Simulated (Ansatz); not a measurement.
`O[SiH2][NH][ZnH]`. The species carries charge 0 and has multiplicity 1. All single points use the PBE0-D4/def2-TZVP geometry. It is one conformer, not always the lowest.

```xyz
9

O     1.161   -0.249   -0.700
Si    0.354   -0.672    0.703
N    -1.082    0.176    0.452
Zn   -0.990    1.193   -1.088
H     2.112   -0.141   -0.663
H     0.199   -2.151    0.807
H     1.206   -0.237    1.851
H    -1.932   -0.012    0.956
H    -1.028    2.093   -2.318
```

(1) What is the dipole moment at PBE/def2-TZVPP? (Estimate.)

(2) And with r2SCAN, B3LYP, ωB97M-V? (Best estimate.)

(3) Give the Mulliken charges with PBE, ωB97M-V, r2SCAN in def2-TZVPP. (An estimate is asked.)

Results:

(1) Computed: 0.68 D, with components (0.40, -0.04, 0.55) D in this frame, pointing from negative to positive charge.

(2) Ansatz gave: r2SCAN 0.69 D, B3LYP 0.73 D, ωB97M-V 0.71 D.

(3) Ansatz gave: 
```csv
atom,PBE,ωB97M-V,r2SCAN
O1,-0.37,-0.42,-0.45
Si2,0.46,0.50,0.60
N3,-0.30,-0.40,-0.45
Zn4,0.19,0.29,0.31
H5,0.19,0.18,0.21
H6,-0.10,-0.07,-0.12
H7,-0.10,-0.08,-0.12
H8,0.12,0.09,0.13
H9,-0.08,-0.09,-0.12
```

B3LYP here is the variant with VWN-RPA as its local correlation; programs differ in this.
